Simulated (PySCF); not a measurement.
Compound: C3HCl2NO.
Numbering: `[Cl:1][c:2]1[cH:3][n:4][c:5]([Cl:6])[o:7]1` (hydrogens: H8 on C3)

Geometry (GFN2-xTB, Å), atoms numbered from 1 in this order:
```xyz
8
C3HCl2NO angstrom
Cl    -2.2175   -1.5035    0.3647
C     -0.8489   -0.5131    0.3668
C     -0.6737    0.8333    0.2663
N      0.6655    1.0959    0.3265
C      1.2301   -0.0575    0.4562
Cl     2.8724   -0.3657    0.5832
O      0.3733   -1.0964    0.4896
H     -1.3922    1.6164    0.1570
```

A PySCF run (density fitting, gas phase, GFN2-xTB geometry) gave HOMO -6.88 eV, LUMO -1.26 eV, dipole 0.99 D.

Task: Which of these levels was it?
A. revPBE/STO-3G
B. HSE06/def2-SVPD
C. PBE0/def2-SVPD
D. B97-D/cc-pVTZ
E. PBE/def2-TZVPP

Result: B. It is HSE06/def2-SVPD. All candidates on this geometry:

```json
{"level and settings": "PBE/def2-TZVPP", "kind": "GGA", "basis functions": "253", "SCF cycles": "16", "E (Eh)": "-1164.7453", "HOMO (eV)": "-6.03", "LUMO (eV)": "-1.65", "dipole (D)": "1.00"}
{"level and settings": "B97-D/cc-pVTZ", "kind": "GGA", "basis functions": "232", "SCF cycles": "16", "E (Eh)": "-1165.2618", "HOMO (eV)": "-5.96", "LUMO (eV)": "-1.52", "dipole (D)": "0.95"}
{"level and settings": "revPBE/STO-3G, start guess atom, energy threshold 1e-07 Eh", "kind": "GGA", "basis functions": "44", "SCF cycles": "9", "E (Eh)": "-1151.8474", "HOMO (eV)": "-4.55", "LUMO (eV)": "0.70", "dipole (D)": "1.03"}
{"level and settings": "HSE06/def2-SVPD", "kind": "screened hybrid, exact exchange at short range", "basis functions": "165", "SCF cycles": "14", "E (Eh)": "-1164.3051", "HOMO (eV)": "-6.88", "LUMO (eV)": "-1.26", "dipole (D)": "0.99"}
{"level and settings": "PBE0/def2-SVPD", "kind": "global hybrid", "basis functions": "165", "SCF cycles": "14", "E (Eh)": "-1164.2480", "HOMO (eV)": "-7.27", "LUMO (eV)": "-0.87", "dipole (D)": "0.99"}
```

The nearest other candidate, by the summed differences of HOMO and LUMO, is PBE0/def2-SVPD: its HOMO differs by -0.39 eV and its LUMO by +0.39 eV. B97-D ran without the empirical dispersion term, which would shift the total energy alone. Cycle counts include a coarse-grid stage where the run had one.
